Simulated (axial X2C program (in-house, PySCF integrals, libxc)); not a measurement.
## Low determinants of Sn₂⁻ at the PBE0 level, 2c

All values were computed with an in-house relativistic program for diatomic molecules. Two-component (2c) means X2C with spin–orbit coupling and atomic mean-field two-electron Coulomb and Gaunt terms. Basis: Sn dyall-acv3z [12s13p10d5f1g] (cores contracted in-house); Gaussian nuclei, density fitting, unrestricted open shells. Masses: Sn 119.902 u.

Search at 2.667 Å (vertical energies from the lowest determinant):

```csv
ΔE (eV),state,electrons beyond evenly filled partner blocks,"electrons in ±ω = 1/2, 3/2, 5/2, 7/2"
0.00,Ω = 3/2,ω = 3/2,64 29 8 0
0.24,Ω = 1/2,ω = 1/2,63 30 8 0
1.02,Ω = 1/2,"2 × ω = -1/2, ω = 3/2",64 29 8 0
1.22,Ω = 5/2,"ω = -1/2, 2 × ω = 3/2",63 30 8 0
1.46,Ω = 7/2,"ω = 1/2, 2 × ω = 3/2",63 30 8 0
1.51,Ω = 1/2,ω = 1/2,65 28 8 0
1.67,Ω = 5/2,"2 × ω = 1/2, ω = 3/2",64 29 8 0
```

Lowest determinant, Ω = 3/2 (⟨Sz⟩ = 0.51, ⟨Lz⟩ = 0.99 at PBE0): Re = 2.662 Å, ωe = 209.4 cm⁻¹.

The determinant in row 2 of the search, Ω = 1/2 (⟨Sz⟩ = -0.51, ⟨Lz⟩ = 1.01 at PBE0), was followed along the bond at PBE0; measured from the minimum of the lowest determinant it gives:

Te = 0.238 eV (1922 cm⁻¹), Re = 2.666 Å, ωe = 209.5 cm⁻¹.

(1) Compare the bond of the determinant in row 2 with that of the lowest one.

The search compares states at one distance, so a state with another bond length can lie lower; it is not exhaustive and yields mostly the lowest determinant of each block pattern, so other components and higher states of one pattern are missing. These are energies of single determinants, not of spin-adapted states; PBE0 term energies can be off by some tenths of an eV, and the functional has no current term. The lowest determinant need not be the ground state where others lie within half an eV. For an anion, determinants above electron detachment are held by the basis set.

Answers

(1) At PBE0 its Re is 0.004 Å longer and its force constant, which goes as ωe², is 1.00 times that of the lowest determinant. T0 ≈ Te + Δωe/2 = 1922 + (0) = 1922 cm⁻¹.
